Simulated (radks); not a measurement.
Task: Neutral molybdenum, [Kr] 4d5 5s1. Method: non-relativistic Kohn-Sham, exchange-only PBE, spin-polarised, spherical densities, point nucleus; computed with a radial shooting solver on a logarithmic mesh with Libxc functionals. Every spin shell is full or empty, so the densities are truly spherical. Functionals are evaluated on that one density, not self-consistently. Rank these exchange functionals by their error against the exact value of the orbitals, and give that value: LDA, PBE, PBEsol, revPBE, RPBE, OPTX, SOGGA, G96, revTPSS, Tao-Mo, TASK.

Result: Exact: -119.742 hartree. From best to worst, with 100 (|E| - |E exact|)/|E exact| (equal figures are ties): RPBE -0.16, revPBE -0.22, G96 +0.38, PBE -0.39, Tao-Mo -0.71, revTPSS -0.83, OPTX +1.08, TASK -2.31, PBEsol -2.37, SOGGA -2.38, LDA -5.17.
